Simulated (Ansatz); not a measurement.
This geometry of CH3ClOSi (7 atoms, charge 0, multiplicity 1) is a first-order saddle point.

The calculation used RKS PBE-D4/6-31G in Ansatz 0.2.0.

```xyz
7
Properties=species:S:1:pos:R:3
O -0.441 1.290 -0.260
C 0.096 0.438 0.625
Si 0.117 -1.483 0.571
Cl -0.927 -1.404 -1.526
H -0.893 0.759 -0.997
H 0.593 0.977 1.446
H 1.455 -0.577 0.139
```

Q: Which two structures does it join? (They come from a converged band through this point; their orientation in space is the band's.)

A: Bonds broken: Si3–H7. Bonds formed: C2–H7.

Initial state:

```xyz
7
Properties=species:S:1:pos:R:3
O -0.709 1.408 -0.206
C 0.143 0.658 0.530
Si 0.188 -1.200 0.514
Cl -0.790 -1.428 -1.535
H -1.072 0.860 -0.970
H 0.578 1.252 1.344
H 1.662 -1.550 0.322
```

Final state:

```xyz
7
Properties=species:S:1:pos:R:3
O -0.150 1.243 -0.392
C 0.441 0.264 0.481
Si -0.142 -1.622 0.545
Cl -1.430 -1.481 -1.315
H -0.648 0.782 -1.118
H 0.386 0.653 1.520
H 1.543 0.160 0.280
```

Q: How far does it lie above each of them?

A: 6.4 kcal/mol above the first and 14.8 kcal/mol above the second. This is the barrier of this one path; another mechanism may lie lower. The orbitals stay closed-shell, which can raise the energy where a bond breaks towards radicals; this wasn't checked here. Limits of this set-up: no polarisation functions.

The run took 110 s on 1 thread of Arm Neoverse V1, on a shared host, peak memory 0.098 GiB.
